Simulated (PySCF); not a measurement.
**How methods differ on the interval between two levels of V**

V [Ar] 3d3 4s2 [4F9/2, M_J = 9/2] → V [Ar] 3d5 [6S5/2, M_J = 5/2], as a difference of total energies. Computed with PySCF 2.14 in x2c-TZVPall-2c with one added diffuse shell each of s, p, d type (7s8p5d1f, 63 functions), with the two-component X2C-1e Hamiltonian. Correlated levels: [Ne] frozen; the 6 highest virtual spinors dropped. "Screened" scales the spin-orbit matrix elements by Boettger's factors to mimic the two-electron term; Breit and QED terms are absent.

```tsv
method	interval between two levels (cm⁻¹)
GHF (spin-free)	889820
GMP2 (spin-free)	910080
GHF (screened spin-orbit)	889540
GMP2 (screened spin-orbit)	909790
```

The labels give the starting determinants; with spin-orbit coupling the two ends relaxed to ⟨J²⟩ = 24.77, ⟨L²⟩ = 12.01, ⟨S²⟩ = 3.76 and ⟨J²⟩ = 8.75, ⟨L²⟩ = 0.00, ⟨S²⟩ = 8.75.
